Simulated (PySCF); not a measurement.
Orbital picture of CaSn

LDA at R = 3.017 Å; PySCF, scalar-relativistic core potentials, basis sets Ca def2-SVPD, Sn def2-SVPD with ECP28. State: ³Σ⁻ (triplet), unpaired electrons π ↑↑. Only the outer orbitals are listed, counted within each symmetry, core potentials removing the inner ones.

| spin | orbital | occ. | ε (eV) | on Ca (%) | main shells (%) |
| --- | --- | --- | --- | --- | --- |
| α | 9σ | 1 | -10.35 | 10 | 90 Sn s |
| α | 10σ | 1 | -4.54 | 55 | 51 Ca s, 43 Sn p |
| α | 5π | 1 | -3.77 | 23 | 76 Sn p, 15 Ca d, 8 Ca p |
| α | 5π | 1 | -3.77 | 23 | 76 Sn p, 15 Ca d, 8 Ca p |
| α | 11σ | 0 | -3.04 | 74 | 39 Ca s, 21 Sn p, 18 Ca d |
| α | 2δ | 0 | -1.87 | 99 | 99 Ca d |
| α | 2δ | 0 | -1.87 | 99 | 99 Ca d |
| β | 9σ | 1 | -9.45 | 12 | 88 Sn s |
| β | 10σ | 1 | -4.17 | 78 | 76 Ca s, 22 Sn p |
| β | 5π | 0 | -2.85 | 37 | 63 Sn p, 25 Ca d, 12 Ca p |
| β | 5π | 0 | -2.85 | 37 | 63 Sn p, 25 Ca d, 12 Ca p |
| β | 11σ | 0 | -2.85 | 56 | 36 Sn p, 23 Ca p, 20 Ca d |

Which are the highest filled and the lowest empty level, where do they sit, and how wide is the gap?

Highest filled α 5π at -3.77 eV (in %: 76 Sn p, 15 Ca d, 8 Ca p); lowest empty α 11σ at -3.04 eV (in %: 39 Ca s, 21 Sn p, 18 Ca d); the gap at LDA is 0.73 eV.

| Quantity | Value |
| --- | --- |
| bond order (Mayer) | 1.61 |
| ⟨S²⟩ | 2.087 |
| charge on Ca (Mulliken, basis-dependent) | -0.01 |
| charge on Ca (Löwdin, basis-dependent) | 0.21 |
| dipole moment (positive dipole means Ca(−)Sn(+)) | -4.57 D |
| polarisability along the bond | 269.5 bohr³ |
| polarisability across the bond | 151.0 bohr³ |

Spin–orbit coupling is left out. The state is the lowest determinant that a PBE0 search found; another state may lie lower at other levels.
